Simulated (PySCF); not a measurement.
## [Ce(OH)4]− at several levels of theory

Computed with PySCF 2.14.0 (density fitting, no spin-orbit coupling) at the geometry relaxed with PBE0:

```xyz
9
[Ce(OH)4]− (singlet in the valence; each metal's 4f electrons, 1 of them, lie in its core potential, out of spins and levels)
Ce    0.0000    0.0000    0.0000
O     1.4115    1.1428    1.2820
H     1.9856    1.6744    1.8298
O    -1.4115   -1.1428    1.2820
H    -1.9856   -1.6744    1.8298
O     1.1428   -1.4115   -1.2820
H     1.6744   -1.9856   -1.8298
O    -1.1428    1.4115   -1.2820
H    -1.6744    1.9856   -1.8298
```

| level | basis | state | HOMO (eV) | gap (eV) | charge on Ce1 (e) | population of f-type functions on Ce1 (polarisation alone where 4f lies in the core) | dipole about the centre of mass (D) | largest force component (eV/Å) |
| --- | --- | --- | --- | --- | --- | --- | --- | --- |
| PBE0 | Ce lcecp-1-SVP with ECP47, O def2-SVP, H def2-SVP | singlet | -2.39 | 6.15 | 0.92 | 0.10 | 0.00 | 0.01 |
| revPBE | the same | singlet | -0.67 | 3.90 | 0.67 | 0.10 | 0.00 | 0.38 |

In the lcecp rows the 4f levels are missing from HOMO and gap, and the state counts the valence alone.

Charges are Mulliken's, which hang on the basis. The relaxation used the grid (50, 194), these runs (75, 302) or, all-electron (x2c bases, spin-free X2C Hamiltonian), (99, 590).

Task: What does BLYP with Ce lcecp-1-SVP with ECP47, O def2-SVP, H def2-SVP give here?

Result: state singlet, HOMO (eV) -0.62, gap (eV) 3.81, charge on Ce1 (e) 0.59, population of f-type functions on Ce1 (polarisation alone where 4f lies in the core) 0.10, dipole about the centre of mass (D) 0.00, largest force component (eV/Å) 0.45. Time: 16 s on 2 threads of AMD EPYC 7R43 64-Core Processor (Zen 3), on a shared host, from an already converged density.

In the first row's basis the gap widens with exact exchange: 3.8 to 3.9 eV for BLYP, revPBE (none); 6.1 eV for PBE0 (a fixed share).

An lcecp potential fixes the number of 4f electrons, so in runs with it no electron can move into or out of that shell.
